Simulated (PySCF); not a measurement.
C4H5F3.
Structure used (PBE0-D3(BJ)/def2-SVP), in Å, numbered top down from 1:
```xyz
12
C4H5F3 angstrom
C      1.3502   -0.6128    0.7048
C      0.7312    0.6476    0.2334
F      1.4828    1.7321    0.4412
C     -0.4575    0.8113   -0.3564
F     -0.8329    2.0336   -0.7540
C     -1.4870   -0.2272   -0.6755
F     -1.5493   -1.2167    0.2706
H      1.5561   -0.5490    1.7854
H      0.6956   -1.4725    0.5273
H      2.3144   -0.7681    0.1948
H     -1.3025   -0.7029   -1.6555
H     -2.4593    0.2910   -0.7253
```

Jobs on this species (12 atoms, 56 electrons) with PySCF (density fitting). Hardware of each: Intel Xeon at 2.70 GHz, one thread, no GPU, shared host. Other jobs ran on the host; a repeat could differ by tens of per cent or more. Peak memory is the resident size of the whole Python process, interpreter and libraries included.

```csv
level and settings,work,basis functions,SCF cycles,wall time,peak memory
"delta-SCF UKS PBE, pcX-2 on the ionised atom, pcseg-1 elsewhere, spin-free X2C","ΔSCF core ionisation, 7 holes",154,?,?,?
"PBE0-D3(BJ)/def2-SVP, grid level 1",geometry optimisation from a GFN2-xTB start shaken at random,123,?,?,?
"delta-SCF UKS PBE0, pcX-2 on the ionised atom, pcseg-1 elsewhere, spin-free X2C","ΔSCF core ionisation, 7 holes",154,115,95 s,0.60 GiB
"delta-SCF UKS SCAN, pcX-2 on the ionised atom, pcseg-1 elsewhere, non-relativistic","ΔSCF core ionisation, 7 holes",154,128,2.0 min,0.62 GiB
"delta-SCF UKS HF, pcX-2 on the ionised atom, pcseg-1 elsewhere, spin-free X2C","ΔSCF core ionisation, 7 holes",154,133,55 s,0.54 GiB
"delta-SCF UKS SCAN, pcX-2 on the ionised atom, pcseg-1 elsewhere, spin-free X2C","ΔSCF core ionisation, 7 holes",154,128,89 s,0.54 GiB
"delta-SCF UKS B3LYP, pcX-2 on the ionised atom, pcseg-1 elsewhere, spin-free X2C","ΔSCF core ionisation, 7 holes",154,115,2.0 min,0.63 GiB
"delta-SCF UKS SCAN, pcX-1 on the ionised atom, pcseg-1 elsewhere, spin-free X2C","ΔSCF core ionisation, 7 holes",133,125,80 s,0.54 GiB
"delta-SCF UKS SCAN, def2-TZVP on the ionised atom, pcseg-1 elsewhere, spin-free X2C","ΔSCF core ionisation, 7 holes",140,128,1.8 min,0.54 GiB
```

Fill in the missing figures.

- delta-SCF UKS PBE, pcX-2 on the ionised atom, pcseg-1 elsewhere, spin-free X2C; ΔSCF core ionisation, 7 holes: 45 s, 0.57 GiB, 124 SCF cycles
- PBE0-D3(BJ)/def2-SVP, grid level 1; geometry optimisation from a GFN2-xTB start shaken at random: 97 s, 0.52 GiB, 70 SCF cycles

What do all jobs in the table cost together?

About 13 min; the longest takes about 15 % of that, and about 2.7 times as long as the shortest.
